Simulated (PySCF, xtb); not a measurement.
C3H5, SMILES [C](C)=C (connectivity only; charge and spin as stated), charge +1, multiplicity 1.

GFN2-xTB (xtb 6.7.1) at its own geometry gives an orbital gap of 3.15 eV.

Geometry: TPSSh-D3(BJ)/def2-TZVP. The multiplicity is an assumed one; other spin states were not compared. The isomer is the one that the SMILES or the coordinates give; other isomers of the formula were not compared.

What does M06-2X/def2-TZVPD run with PySCF give? (Estimate from the structure and the level; the computed values follow.)

gap 8.03 eV (levels -16.39 and -8.37 eV).
